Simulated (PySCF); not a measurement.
A species of formula C2H6OSSi has this rotational fingerprint, computed with PySCF 2.14.0, PBE0-D3(BJ)/def2-SVP geometry optimisation, gas phase:

- Rotational constants: A = 6734, B = 1843, C = 1503 MHz
- Dipole components: |μa| = 0.53 D, |μb| = 0.47 D, |μc| = 1.44 D
- Inertial defect: -13.00 u·Å²
- κ: -0.87

Question: Which structure is it? (One computed conformer of each.)
A. `[CH3:1][C:2](=[O:3])[SiH2:4][SH:5]` with C1–C2–Si4–S5 -173°, C2–Si4–S5–H -6°
B. `[CH3:1][C:2](=[S:3])[SiH2:4][OH:5]` with C1–C2–Si4–O5 177°, C2–Si4–O5–H 3°
C. `[O:1]=[S:2]1[CH2:3][SiH2:4][CH2:5]1` with O1–S2–C3–Si4 84°, S2–C3–Si4–C5 21°, C3–Si4–C5–S2 -21°, O1–S2–C5–Si4 -84°
D. `[SiH3:1][O:2][C@H:3]1[CH2:4][S:5]1` with Si1–O2–C3–C4 -143°
E. `[CH2:1]=[CH:2][S:3][SiH2:4][OH:5]` with C1–C2–S3–Si4 31°, C2–S3–Si4–O5 161°, S3–Si4–O5–H -58°

Answer: E. It is C=CS[SiH2]O, an asymmetric top, point group C1. The candidates at the same level (rigid rotor, commonest isotopes):

```csv
SMILES,A (MHz),B (MHz),C (MHz),μa (D),μb (D),μc (D),Δ (u·Å²),point group,rotor
CC(=S)[SiH2]O,4231,2481,1610,1.47,1.95,0.03,-9.14,near Cs,asymmetric top
O=S1C[SiH2]C1,5759,2647,2411,2.62,0.00,2.53,-69.09,Cs,asymmetric top
CC(=O)[SiH2]S,6240,1831,1456,2.45,1.81,0.09,-9.83,near Cs,asymmetric top
C=CS[SiH2]O,6734,1843,1503,0.53,0.47,1.44,-13.00,C1,asymmetric top
[SiH3]O[C@H]1CS1,7476,1853,1588,0.42,0.97,0.63,-22.05,C1,near-prolate asymmetric top
```

`[SiH3]O[C@H]1CS1` has A 11 % too high; `O=S1C[SiH2]C1` has C 60 % too high; `CC(=S)[SiH2]O` has A 37 % too low; `CC(=O)[SiH2]S` has A 7 % too low. No structure here is proved a minimum.
